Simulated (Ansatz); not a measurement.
Geometry optimisation, Ansatz 0.2.0, RKS PBE/def2-mTZVP.

input.yaml

```yaml
crystal:
  periodic: [false, false, false]
  atoms:
    - { symbol: Br, position_ang: [-0.5949, 0.21495, -0.30084] }
    - { symbol: H, position_ang: [0.5949, -0.21495, 0.30084] }
basis:
  gaussian: { orbitals: def2-mTZVP }
hamiltonian:
  xc: pbe
relax:
  f_tol: 0.02
  max_steps: 40
scf:
  lower_state_search: "off"
```

Launched with:

```bash
$ ansatz run input.yaml --threads 1 --pin off --max-ram 2048MiB --backend cpu --events-out ev --progress --plain --runs-dir out
```

Problem. Where does it end, and by what steps?

Solution. The run converged. After 2 steps the energy has fallen by 0.024 eV; Br1 moved furthest, 0.02 Å.

| step | energy less start (eV) | largest force component (eV/Å) | accepted |
| --- | --- | --- | --- |
| 0 | 0.0000 | 0.954 | yes |
| 1 | -0.0224 | 0.233 | yes |
| 2 | -0.0240 | 0.009 | yes |

```xyz
2
Properties=species:S:1:pos:R:3
Br -0.614 0.222 -0.310
H 0.614 -0.222 0.310
```

Run time: 3.5 s on 1 thread of Intel(R) Xeon(R) Processor @ 2.70GHz, on a shared host, peak memory 0.093 GiB.
